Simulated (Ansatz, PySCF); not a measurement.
Molecule: sum formula BHCl2 (charge 0, singlet). SMILES: ClBCl
Geometry: optimised at B3LYP-D3(BJ)/def2-TZVP (Ansatz, a program for electronic structure).

Quantity: vertical ionisation energy (to the doublet state of charge +1; each state is the SCF solution reached for its spin), in eV. Cores are frozen in the correlated levels unless marked. UHF or UKS for open shells. Spin-orbit coupling is left out. Non-relativistic. CBS marks a two-point X^-3 extrapolation of the correlation energy; Hartree-Fock from the larger set. The bracket is a focal-point correction in the basis named.

| level | program | vertical ionisation energy (eV) | minus last row |
|---|---|---|---|
| HF/aug-cc-pV(D+d)Z | Ansatz | 11.14 | -1.01 |
| HF/aug-cc-pV(T+d)Z | Ansatz | 11.08 | -1.07 |
| HF/aug-cc-pV(Q+d)Z | Ansatz | 11.07 | -1.08 |
| SVWN5/def2-TZVPD | Ansatz | 11.36 | -0.79 |
| PBE/def2-TZVPD | Ansatz | 11.23 | -0.92 |
| B3LYP/def2-TZVPD | Ansatz | 11.61 | -0.54 |
| PBE0/def2-TZVPD | Ansatz | 11.66 | -0.49 |
| BHLYP/def2-TZVPD | Ansatz | 11.88 | -0.27 |
| M06-2X/def2-TZVPD | PySCF | 11.97 | -0.18 |
| CAM-B3LYP/def2-TZVPD | Ansatz | 11.89 | -0.26 |
| wB97M-V/def2-TZVPD | Ansatz | 11.91 | -0.24 |
| B2PLYP/def2-TZVPD | Ansatz | 11.89 | -0.26 |
| RI-MP2/aug-cc-pV(T+d)Z | Ansatz | 12.21 | 0.06 |
| RI-MP2/CBS(aug-cc-pV(T+d)Z,aug-cc-pV(Q+d)Z) | Ansatz | 12.36 | 0.21 |
| SCS-MP2/aug-cc-pV(D+d)Z | Ansatz | 12.01 | -0.14 |
| SCS-MP2/aug-cc-pV(T+d)Z | Ansatz | 12.13 | -0.02 |
| CCSD/aug-cc-pV(D+d)Z | Ansatz | 11.84 | -0.31 |
| CCSD/aug-cc-pV(T+d)Z | Ansatz | 11.96 | -0.19 |
| CCSD(T)/aug-cc-pV(T+d)Z | Ansatz | 11.99 | -0.16 |
| RI-MP2/CBS(aug-cc-pV(T+d)Z,aug-cc-pV(Q+d)Z)+[CCSD(T)-MP2]/aug-cc-pV(D+d)Z | Ansatz | 12.13 | -0.02 |
| RI-MP2/CBS(aug-cc-pV(T+d)Z,aug-cc-pV(Q+d)Z)+[CCSD(T)-MP2]/aug-cc-pV(T+d)Z | Ansatz | 12.15 | 0.00 |

For comparison, minus the highest occupied orbital energy (PySCF): 8.04 eV at TPSS/def2-TZVPD, 12.66 eV at HF/def2-TZVPD, 10.10 eV at MN15/def2-TZVPD.
